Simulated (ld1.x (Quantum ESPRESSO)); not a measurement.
**In: excitation energies, all-electron against RRKJ**

```json
{
  "Element": "In",
  "Generator": "ld1.x (Quantum ESPRESSO) 7.5",
  "Type": "norm-conserving RRKJ (Kleinman–Bylander form)",
  "Functional": "LDA (PZ)",
  "Relativity": "scalar-relativistic",
  "Frozen core": "[Ar] 3d10",
  "Valence charge": "21",
  "Reference configuration": "4s2 4p6 4d10 5s0 5p0 (charge +3)",
  "Partial waves": "4p (bound): rc 1.55 bohr; 4d (bound): rc 1.60 bohr; 4s (bound): rc 1.05 bohr",
  "Local potential": "the s channel",
  "Core correction": "a·sin(br)/r model core inside 0.60 bohr"
}
```

Energies are relative to the spin-unpolarised reference configuration 4s2 4p6 4d10 5s0 5p0; without spin polarisation the order of configurations can differ from experiment. Spin-polarised rows fill each open shell by Hund’s rule, majority spin first. The frozen-core shift is the all-electron ΔE with the core orbitals held at their reference shape minus the fully relaxed ΔE.

```csv
valence configuration,charge,ΔE all-electron (eV),error AE − PS (meV),frozen-core shift (meV)
4s2 4p6 4d10 5s2 5p1,0,-53.995,+1024,-7.9
4s2 4p6 4d10 5s1 5p0,+2,-28.740,+567,-4.0
4s2 4p6 4d9 5s2 5p2,0,-35.795,+1724,-13
4s2 4p6 4d9 5s0 5p0,+4,56.611,+12,+0.8
4s2 4p5 4d10 5s2 5p1,+1,31.551,+1626,+30
4s2 4p6 4d10 5s2 5p1 (spin-polarised),0,-54.112,+1024,-8.0
4s2 4p6 4d10 5s1 5p0 (spin-polarised),+2,-28.964,+561,-4.0
```

What are ΔE and the potential's error for 4s2 4p6 4d10 5s1 5p1?

ΔE = -41.706 eV all-electron; the error (AE − PS) is +815 meV.

What are ΔE and the potential's error for 4s2 4p6 4d10 5s2 5p0?

ΔE = -48.401 eV all-electron; the error (AE − PS) is +936 meV.

Levels in the configuration 4s2 4p6 4d10 5s1 5p0:

```csv
level,all-electron (eV),pseudo (eV)
4s,-137.670,-137.406
4p,-96.251,-96.000
4d,-36.755,-36.556
5s,-24.127,-24.582
```

A variational frozen-core shift is positive and of second order in the change. This column holds negative values, so the frozen-core run of ld1.x carries numerical noise or an error of first order here, and the column gives no more than the rough size of the effect.
